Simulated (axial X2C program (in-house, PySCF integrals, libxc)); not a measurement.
## Spin–orbit effects down a group: molecules with I (ions), PBE0

Computed with an axial X2C code built on PySCF integrals, spin-free (one-electron X2C) or two-component (2c: spin–orbit coupling with atomic mean-field Coulomb and Gaunt terms, which also bring small scalar terms), in Dyall basis sets with cores contracted in-house; open shells are unrestricted.

Basis sets: Al dyall-av3z, B dyall-av3z, Ga dyall-acv3z, I dyall-acv3z, In dyall-acv3z.

```
molecule   spin-free state  Re (Å)  ωe (cm⁻¹)  De (eV)  2c state  Re 2c (Å)  ωe 2c (cm⁻¹)  De 2c (eV)
     BI⁻  M_S = 1/2, Λ = 1   2.357      343.6     1.16   Ω = 1/2      2.354         346.3        1.18
    AlI⁻  M_S = 1/2, Λ = 1   2.763      208.7     1.19   Ω = 1/2      2.762         209.5        1.21
    GaI⁻  M_S = 1/2, Λ = 1   2.814      137.5     1.01   Ω = 1/2      2.815         137.6         n/a
    InI⁻  M_S = 1/2, Λ = 1   2.987      115.3     1.02   Ω = 1/2      2.993         113.9         n/a
```

Fragments in 2c: I- + B, I- + Al, I- + Ga, I- + In. Each entry is the lowest single determinant of a limited PBE0 search at one distance. De goes to single-determinant-based atoms at the same level (for ions the charge split of lowest energy) and is withheld (n/a) where an atom does not fit its ground term or J level. Main or longest-lived isotopes. Some light 2c atoms are not at their ground J level, so De misses part of their lowering (0.04 eV or less). The functionals have no current term, which raises determinants with orbital currents.
